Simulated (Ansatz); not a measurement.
Wavefunction ladder for CH$_{9}$AlBNSi (`[BH2][AlH][N](C)[SiH3]`)

Z-matrix (Å, degrees):
```
C
N 1 1.461
H 1 1.097 2 111.9
H 1 1.097 2 111.9 3 -120.8
H 1 1.096 2 111.2 3 119.6
Al 2 1.791 1 120.3 3 -119.8
Si 2 1.728 1 115.1 3 60.4
B 6 2.127 2 118.0 1 -0.3
H 6 1.589 2 117.0 1 179.8
H 7 1.484 2 108.7 1 179.8
H 7 1.492 2 111.1 1 -59.5
H 7 1.492 2 111.1 1 59.2
H 8 1.200 6 123.0 2 90.4
H 8 1.200 6 122.8 2 -90.6
```

Total charge 0; spin multiplicity 1. The structure was optimised at the PBE0-D4/def2-TZVP level. It is one conformer, not always the lowest. Frozen core, restricted reference, the Gaussian-basis code of Ansatz. CBS rows extrapolate triple and quadruple zeta; past MP2 they add the triple-zeta difference.

| basis | HF (Eh) | MP2 corr. | CCSD corr. | (T) | CCSD(T) total |
| --- | --- | --- | --- | --- | --- |
| def2-TZVPP | ? | -0.69128 | ? | -0.02772 | ? |
| def2-QZVPP | ? | ? | – | – | – |
| CBS(def2) | -653.18119 | -0.77251 | -0.83878 | as TZ | -654.04769 |

Problem. Fill in the withheld values. (An estimate is asked.)

Solution. Computed: def2-TZVPP HF (Eh): -653.15550; def2-TZVPP CCSD corr.: -0.75755; def2-TZVPP CCSD(T) total: -653.94077; def2-QZVPP HF (Eh): -653.17808; def2-QZVPP MP2 corr.: -0.73794.
